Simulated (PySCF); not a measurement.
CH7AlGe2, CH7AlGeSi, AlGeH4, AlGeH7OSi and others (calculated)

Calculation on a computer-drawn molecule: the log of a Hartree-Fock and frozen-core CCSD(T) single point meant for a local Hartree-Fock minimum, with one planted fault or none, to be diagnosed. Offsets are logged minus clean, where the clean run is the same molecule without the fault. The reference is restricted for singlets and unrestricted otherwise, and also for a bond in bohr or an excited solution. Adding or removing an electron swaps singlet and doublet. The excited solution moves the top pair (singlet) or top alpha electron (doublet) to the lowest empty orbital. Highest occupied and lowest empty are orbital energies over both spins, largest force is the largest gradient component, triples share is (T) over the correlation energy, the T1 limit is 0.02 restricted and 0.045 unrestricted, electrons count all cores, a negative frequency is imaginary (commonest isotopes), and the dipole is about the centre of nuclear charge; on germanium a core potential holds 10 electrons, which the energies leave out, and 3d is frozen in MP2 and coupled-cluster steps. Program: PySCF 2.14.0.

Common to all runs: meant multiplicity 1; logged SCF converged yes; logged CC converged yes; logged SCF stable within its kind yes; possible faults no fault, one electron removed, one electron added, multiplicity raised by two, geometry at a saddle point, SCF held on an excited solution, minimal basis STO-3G, one bond length entered in bohr, all coordinates scaled.

(1) 
```xyz
11
formula=CH7AlGe2 meant_charge=0 meant_basis=cc-pV(D+d)Z meant_basis_and_core_potential_on_germanium=cc-pVDZ-PP_ECP10MDF logged_electrons=90 logged_basis_functions=118 logged_spin_squared=1.3476 logged_highest_occupied=-8.2059 logged_lowest_empty=0.81769 logged_largest_force=0.028133 logged_T1_diagnostic=0.046524 logged_D1_diagnostic=0.2136 logged_triples_share=0.031988 logged_dipole_magnitude=1.5453 logged_energy_HF=-870.45168 logged_energy_CCSD(T)=-870.8923 planted_fault=one_bond_length_entered_in_bohr,row_3_of_the_drawn_bonds HF_energy_offset_from_clean_run=61.57 CCSD(T)_energy_offset_from_clean_run=83.51
Al    -0.6446    -1.5851     0.6035
C     -0.5754     0.3324     0.4696
Ge     1.0137     1.0706     0.1619
Ge    -3.5288     2.5043     0.8140
H     -2.0161    -2.3270     0.8756
H      0.6899    -2.4241     0.4385
H      1.2625     2.5703     0.0249
H      2.2975     0.2653     0.0033
H     -4.1814     2.3237     2.1925
H     -3.1403     3.9841     0.6553
H     -4.5820     2.1667    -0.2517
```

Units: logged_highest_occupied, logged_lowest_empty in eV; logged_largest_force in hartree/bohr; logged_dipole_magnitude in debye; logged_energy_HF, logged_energy_CCSD(T) in hartree; HF_energy_offset_from_clean_run, CCSD(T)_energy_offset_from_clean_run in kcal/mol.

Drawn bonds:
```
atom  other atom  order
   1           2      1
   2           3      2
   2           4      1
   1           5      1
   1           6      1
   3           7      1
   3           8      1
   4           9      1
   4          10      1
   4          11      1
```

Notes: T1 above single-reference limit.

(2) 
```xyz
11
formula=CH7AlGe2 meant_charge=0 meant_basis=cc-pV(D+d)Z meant_basis_and_core_potential_on_germanium=cc-pVDZ-PP_ECP10MDF logged_electrons=90 logged_basis_functions=118 logged_spin_squared=2.0254 logged_highest_occupied=-6.3141 logged_lowest_empty=-0.47199 logged_largest_force=0.10165 logged_T1_diagnostic=0.016432 logged_D1_diagnostic=0.066546 logged_triples_share=0.026838 logged_dipole_magnitude=0.88316 logged_energy_HF=-870.48164 logged_energy_CCSD(T)=-870.92048 planted_fault=multiplicity_raised_by_two HF_energy_offset_from_clean_run=42.77 CCSD(T)_energy_offset_from_clean_run=65.82
Al    -0.6446    -1.5851     0.6035
C     -0.5754     0.3324     0.4696
Ge     1.0137     1.0706     0.1619
Ge    -2.1383     1.4817     0.6519
H     -2.0161    -2.3270     0.8756
H      0.6899    -2.4241     0.4385
H      1.2625     2.5703     0.0249
H      2.2975     0.2653     0.0033
H     -2.7909     1.3011     2.0304
H     -1.7498     2.9616     0.4932
H     -3.1914     1.1442    -0.4138
```

Units: logged_highest_occupied, logged_lowest_empty in eV; logged_largest_force in hartree/bohr; logged_dipole_magnitude in debye; logged_energy_HF, logged_energy_CCSD(T) in hartree; HF_energy_offset_from_clean_run, CCSD(T)_energy_offset_from_clean_run in kcal/mol.

Drawn bonds:
```
atom  other atom  order
   1           2      1
   2           3      2
   2           4      1
   1           5      1
   1           6      1
   3           7      1
   3           8      1
   4           9      1
   4          10      1
   4          11      1
```

(3) 
```xyz
11
formula=CH7AlGeSi meant_charge=0 meant_basis=cc-pV(D+d)Z meant_basis_and_core_potential_on_germanium=cc-pVDZ-PP_ECP10MDF logged_electrons=72 logged_basis_functions=118 logged_spin_squared=0 logged_highest_occupied=-9.2145 logged_lowest_empty=0.97584 logged_largest_force=0.022273 logged_T1_diagnostic=0.012936 logged_D1_diagnostic=0.03816 logged_triples_share=0.03197 logged_dipole_magnitude=2.7103 logged_energy_HF=-866.10916 logged_energy_CCSD(T)=-866.58316 planted_fault=all_coordinates_scaled,by_-3.5_% HF_energy_offset_from_clean_run=8.431 CCSD(T)_energy_offset_from_clean_run=11.39
Al     0.1830    -1.1952     1.8260
C     -0.3147     0.3299     0.8869
Si     0.3084     0.7538    -0.7421
Ge    -1.4411     1.3746     1.6545
H     -0.4173    -1.4488     3.2093
H      1.1785    -2.1883     1.2316
H     -0.2553     1.9869    -1.2123
H      1.7338     0.9011    -0.7356
H     -0.0042    -0.2623    -1.7030
H     -2.0107     1.1186     2.9855
H     -1.9532     2.6257     1.0708
```

Units: logged_highest_occupied, logged_lowest_empty in eV; logged_largest_force in hartree/bohr; logged_dipole_magnitude in debye; logged_energy_HF, logged_energy_CCSD(T) in hartree; HF_energy_offset_from_clean_run, CCSD(T)_energy_offset_from_clean_run in kcal/mol.

Drawn bonds:
```
atom  other atom  order
   1           2      1
   2           3      1
   2           4      2
   1           5      1
   1           6      1
   3           7      1
   3           8      1
   3           9      1
   4          10      1
   4          11      1
```

(4) 
```xyz
6
formula=AlGeH4 meant_charge=-1 meant_basis=aug-cc-pV(D+d)Z meant_basis_and_core_potential_on_germanium=aug-cc-pVDZ-PP_ECP10MDF logged_electrons=50 logged_basis_functions=100 logged_spin_squared=0 logged_highest_occupied=-1.3799 logged_lowest_empty=3.1605 logged_largest_force=2.352e-05 logged_lowest_frequency=-225.88 logged_T1_diagnostic=0.017363 logged_D1_diagnostic=0.046003 logged_triples_share=0.035824 logged_dipole_magnitude=1.3794 logged_energy_HF=-537.61159 logged_energy_CCSD(T)=-537.85369 planted_fault=geometry_at_a_saddle_point HF_energy_offset_from_clean_run=2.19 CCSD(T)_energy_offset_from_clean_run=2.857
Al    -1.1822     0.0000     0.0000
Ge     1.1424     0.0000     0.0000
H     -2.0385     1.3567     0.0000
H     -2.0385    -1.3567     0.0000
H      2.0584    -1.2421     0.0000
H      2.0584     1.2421     0.0000
```

Units: logged_highest_occupied, logged_lowest_empty in eV; logged_largest_force in hartree/bohr; logged_lowest_frequency in cm⁻¹; logged_dipole_magnitude in debye; logged_energy_HF, logged_energy_CCSD(T) in hartree; HF_energy_offset_from_clean_run, CCSD(T)_energy_offset_from_clean_run in kcal/mol.

Drawn bonds:
```
atom  other atom  order
   1           2      1
   1           3      1
   1           4      1
   2           5      1
   2           6      1
```

(5) 
```xyz
11
formula=AlGeH7OSi meant_charge=0 meant_basis=cc-pV(D+d)Z meant_basis_and_core_potential_on_germanium=cc-pVDZ-PP_ECP10MDF logged_electrons=74 logged_basis_functions=118 logged_spin_squared=0 logged_highest_occupied=-9.9242 logged_lowest_empty=1.2429 logged_largest_force=2.319e-05 logged_lowest_frequency=81.978 logged_T1_diagnostic=0.013282 logged_D1_diagnostic=0.034087 logged_triples_share=0.024061 logged_dipole_magnitude=0.60279 logged_energy_HF=-903.21722 logged_energy_CCSD(T)=-903.74204 planted_fault=no_fault HF_energy_offset_from_clean_run=0 CCSD(T)_energy_offset_from_clean_run=0
Al     1.2391     0.9398    -0.8696
Ge    -0.2374     2.1736     0.7667
O     -1.5792     0.9178     0.8606
Si    -1.6196    -0.4821     0.0622
H      2.4029     0.0276    -0.3144
H      1.1075     1.2581    -2.4111
H     -0.9455     3.4656     0.3373
H      0.2186     2.3621     2.2197
H     -1.5830    -1.6697     0.9347
H     -2.7224    -0.5846    -0.9106
H     -0.3357    -0.5452    -0.7678
```

Units: logged_highest_occupied, logged_lowest_empty in eV; logged_largest_force in hartree/bohr; logged_lowest_frequency in cm⁻¹; logged_dipole_magnitude in debye; logged_energy_HF, logged_energy_CCSD(T) in hartree; HF_energy_offset_from_clean_run, CCSD(T)_energy_offset_from_clean_run in kcal/mol.

Drawn bonds:
```
atom  other atom  order
   1           2      1
   2           3      1
   3           4      1
   1           5      1
   1           6      1
   2           7      1
   2           8      1
   4           9      1
   4          10      1
   4          11      1
```

(6) 
```xyz
13
formula=AlGe2H9Si meant_charge=0 meant_basis=cc-pV(D+d)Z meant_basis_and_core_potential_on_germanium=cc-pVDZ-PP_ECP10MDF logged_electrons=100 logged_basis_functions=137 logged_spin_squared=0.8283 logged_highest_occupied=-8.8057 logged_lowest_empty=0.53706 logged_largest_force=0.010261 logged_T1_diagnostic=0.040625 logged_D1_diagnostic=0.19926 logged_triples_share=0.03285 logged_dipole_magnitude=0.60652 logged_energy_HF=-1122.73341 logged_energy_CCSD(T)=-1123.18248 planted_fault=one_bond_length_entered_in_bohr,row_8_of_the_drawn_bonds HF_energy_offset_from_clean_run=66.89 CCSD(T)_energy_offset_from_clean_run=73.63
Al    -1.8017    -1.8012    -0.0578
Ge     0.1961    -1.1068    -1.4028
Si     1.1444     1.0060    -0.7118
Ge    -0.4000     2.8236    -1.0467
H     -3.2656    -1.5556    -0.6010
H     -1.6004    -2.4718     1.3598
H     -0.1458    -0.9778    -2.8983
H      1.3185    -2.1563    -1.2949
H      1.7796     0.8868     2.0200
H      2.3929     1.2854    -1.4634
H     -0.7433     2.9827    -2.5325
H     -1.7067     2.5432    -0.2870
H      0.1742     4.1492    -0.5331
```

Units: logged_highest_occupied, logged_lowest_empty in eV; logged_largest_force in hartree/bohr; logged_dipole_magnitude in debye; logged_energy_HF, logged_energy_CCSD(T) in hartree; HF_energy_offset_from_clean_run, CCSD(T)_energy_offset_from_clean_run in kcal/mol.

Drawn bonds:
```
atom  other atom  order
   1           2      1
   2           3      1
   3           4      1
   1           5      1
   1           6      1
   2           7      1
   2           8      1
   3           9      1
   3          10      1
   4          11      1
   4          12      1
   4          13      1
```

(7) 
```xyz
11
formula=Al2GeH7N meant_charge=0 meant_basis=cc-pV(D+d)Z meant_basis_and_core_potential_on_germanium=cc-pVDZ-PP_ECP10MDF logged_electrons=72 logged_basis_functions=118 logged_spin_squared=0.7998 logged_highest_occupied=-8.241 logged_lowest_empty=1.1722 logged_largest_force=0.01225 logged_T1_diagnostic=0.054519 logged_D1_diagnostic=0.26379 logged_triples_share=0.031275 logged_dipole_magnitude=1 logged_energy_HF=-835.70103 logged_energy_CCSD(T)=-836.16549 planted_fault=one_bond_length_entered_in_bohr,row_4_of_the_drawn_bonds HF_energy_offset_from_clean_run=63.91 CCSD(T)_energy_offset_from_clean_run=69.17
Al    -0.0064    -1.6802    -2.4208
N     -0.6849    -0.6726    -1.1065
Al     0.1062     0.2926     0.1719
Ge    -1.2816     1.5688     1.8233
H      2.9540    -1.9022    -2.6693
H     -0.9965    -2.4181    -3.4060
H     -1.6942    -0.6472    -1.0908
H      1.6849     0.3066     0.2187
H     -1.0765     1.0583     3.2606
H     -0.9258     3.0658     1.8389
H     -2.7895     1.4724     1.5298
```

Units: logged_highest_occupied, logged_lowest_empty in eV; logged_largest_force in hartree/bohr; logged_dipole_magnitude in debye; logged_energy_HF, logged_energy_CCSD(T) in hartree; HF_energy_offset_from_clean_run, CCSD(T)_energy_offset_from_clean_run in kcal/mol.

Drawn bonds:
```
atom  other atom  order
   1           2      1
   2           3      1
   3           4      1
   1           5      1
   1           6      1
   2           7      1
   3           8      1
   4           9      1
   4          10      1
   4          11      1
```

Notes: T1 above single-reference limit.

(8) 
```xyz
11
formula=Al2GeH7N meant_charge=0 meant_basis=cc-pV(D+d)Z meant_basis_and_core_potential_on_germanium=cc-pVDZ-PP_ECP10MDF logged_electrons=71 logged_basis_functions=118 logged_spin_squared=0.7666 logged_highest_occupied=-14.734 logged_lowest_empty=-7.8495 logged_largest_force=0.058446 logged_T1_diagnostic=0.021013 logged_D1_diagnostic=0.091645 logged_triples_share=0.027499 logged_dipole_magnitude=3.0905 logged_energy_HF=-835.47795 logged_energy_CCSD(T)=-835.93314 planted_fault=one_electron_removed HF_energy_offset_from_clean_run=203.9 CCSD(T)_energy_offset_from_clean_run=215
Al    -0.0064    -1.6802    -2.4208
N     -0.6849    -0.6726    -1.1065
Al     0.1062     0.2926     0.1719
Ge    -1.2816     1.5688     1.8233
H      1.5602    -1.7977    -2.5523
H     -0.9965    -2.4181    -3.4060
H     -1.6942    -0.6472    -1.0908
H      1.6849     0.3066     0.2187
H     -1.0765     1.0583     3.2606
H     -0.9258     3.0658     1.8389
H     -2.7895     1.4724     1.5298
```

Units: logged_highest_occupied, logged_lowest_empty in eV; logged_largest_force in hartree/bohr; logged_dipole_magnitude in debye; logged_energy_HF, logged_energy_CCSD(T) in hartree; HF_energy_offset_from_clean_run, CCSD(T)_energy_offset_from_clean_run in kcal/mol.

Drawn bonds:
```
atom  other atom  order
   1           2      1
   2           3      1
   3           4      1
   1           5      1
   1           6      1
   2           7      1
   3           8      1
   4           9      1
   4          10      1
   4          11      1
```

(9) 
```xyz
8
formula=AlGeH5N meant_charge=1 meant_basis=cc-pV(D+d)Z meant_basis_and_core_potential_on_germanium=cc-pVDZ-PP_ECP10MDF logged_electrons=55 logged_basis_functions=85 logged_spin_squared=0.8438 logged_highest_occupied=-22.271 logged_lowest_empty=-13.863 logged_largest_force=0.062129 logged_T1_diagnostic=0.024211 logged_D1_diagnostic=0.076139 logged_triples_share=0.028246 logged_dipole_magnitude=8.4467 logged_energy_HF=-591.88233 logged_energy_CCSD(T)=-592.2212 planted_fault=one_electron_removed HF_energy_offset_from_clean_run=344.9 CCSD(T)_energy_offset_from_clean_run=361.3
Al    -1.0478     0.6893    -0.3528
N     -0.1657    -0.9016    -0.8040
Ge     0.9484    -1.8499     0.1270
H     -0.6536     1.1406     1.0893
H     -1.9831     1.2568    -1.4578
H     -0.3523    -1.2819    -1.7225
H      1.2963    -1.3721     1.5126
H      1.5336    -3.1096    -0.4612
```

Units: logged_highest_occupied, logged_lowest_empty in eV; logged_largest_force in hartree/bohr; logged_dipole_magnitude in debye; logged_energy_HF, logged_energy_CCSD(T) in hartree; HF_energy_offset_from_clean_run, CCSD(T)_energy_offset_from_clean_run in kcal/mol.

Drawn bonds:
```
atom  other atom  order
   1           2      1
   2           3      1
   1           4      1
   1           5      1
   2           6      1
   3           7      1
   3           8      1
```

(10) 
```xyz
12
formula=AlGeH8NSi meant_charge=0 meant_basis=cc-pV(D+d)Z meant_basis_and_core_potential_on_germanium=cc-pVDZ-PP_ECP10MDF logged_electrons=74 logged_basis_functions=123 logged_spin_squared=0 logged_highest_occupied=-10.544 logged_lowest_empty=1.9272 logged_largest_force=9.69e-06 logged_lowest_frequency=55.788 logged_T1_diagnostic=0.014027 logged_D1_diagnostic=0.044741 logged_triples_share=0.025954 logged_dipole_magnitude=0.66207 logged_energy_HF=-883.37171 logged_energy_CCSD(T)=-883.89235
Al    -0.2355     0.0989    -0.3087
N      0.0293     1.8517    -0.3840
Ge     1.5075     2.8903    -0.7985
Si     3.4370     1.5553    -1.3392
H     -1.6617    -0.4464     0.0912
H      0.9794    -0.8489    -0.6486
H     -0.7648     2.4321    -0.1616
H      1.8301     3.8064     0.3961
H      1.1624     3.8056    -1.9874
H      3.8357     0.7039    -0.1953
H      4.5480     2.4876    -1.6515
H      3.1822     0.7031    -2.5229
```

Units: logged_highest_occupied, logged_lowest_empty in eV; logged_largest_force in hartree/bohr; logged_lowest_frequency in cm⁻¹; logged_dipole_magnitude in debye; logged_energy_HF, logged_energy_CCSD(T) in hartree.

Drawn bonds:
```
atom  other atom  order
   1           2      1
   2           3      1
   3           4      1
   1           5      1
   1           6      1
   2           7      1
   3           8      1
   3           9      1
   4          10      1
   4          11      1
   4          12      1
```

To be estimated
1. Which fault was planted in the run of AlGeH8NSi (entry 10)?

Answers
1. no fault

Further results for AlGeH8NSi (entry 10):

- HF energy offset from clean run: 0 kcal/mol
- CCSD(T) energy offset from clean run: 0 kcal/mol
